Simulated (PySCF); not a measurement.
All of these have the formula C3H9NSi. The calculation used TDDFT wB97X-D/def2-SVPD, vertical, gas phase, core orbitals frozen in the response in PySCF 2.14.0, density-fitted response routines. Geometries: GFN2-xTB; one conformer of each isolated species. Triplets are in the Tamm–Dancoff approximation. 'Strongest' means the level of largest summed f among the lowest 8 singlets; it needn't be the same kind of state in each.

Question: Rank by computed lowest singlet excitation energy, lowest first.
A. `CC[SiH2]N=C`
B. `CC/C=N\[SiH3]`
C. `N[SiH]1CCC1`
D. `CN[SiH]1CC1`
E. `C=C[SiH2]NC`

Answer: A (4.04 eV), B (4.23 eV), E (5.87 eV), D (6.17 eV), C (6.54 eV).

```json
{"SMILES": "C=N[SiH2]CC", "S1 (eV)": "4.04", "first f ≥ 0.01 (nm)": "186", "α (au)": "71.8", "f (S1)": "0.000", "f (strongest)": "0.17", "T1 (eV)": "3.48", "S1 mainly": "H→L (97%)"}
{"SMILES": "CC/C=N\\[SiH3]", "S1 (eV)": "4.23", "first f ≥ 0.01 (nm)": "194", "α (au)": "72.5", "f (S1)": "0.001", "f (strongest)": "0.43", "T1 (eV)": "3.73", "S1 mainly": "H→L (96%)"}
{"SMILES": "C=C[SiH2]NC", "S1 (eV)": "5.87", "first f ≥ 0.01 (nm)": "172", "α (au)": "71.4", "f (S1)": "0.007", "f (strongest)": "0.32", "T1 (eV)": "4.45", "S1 mainly": "H→L (89%)"}
{"SMILES": "CN[SiH]1CC1", "S1 (eV)": "6.17", "first f ≥ 0.01 (nm)": "201", "α (au)": "70.8", "f (S1)": "0.011", "f (strongest)": "0.10", "T1 (eV)": "5.28", "S1 mainly": "H→L (51%)"}
{"SMILES": "N[SiH]1CCC1", "S1 (eV)": "6.54", "first f ≥ 0.01 (nm)": "190", "α (au)": "67.6", "f (S1)": "0.041", "f (strongest)": "0.06", "T1 (eV)": "6.25", "S1 mainly": "H→L (85%)"}
```

H and L stand for HOMO and LUMO.

Mean S1 by what the SMILES shows (count): single bonds only 6.35 eV (2); a double or triple bond but no aromatic ring 4.71 eV (3).
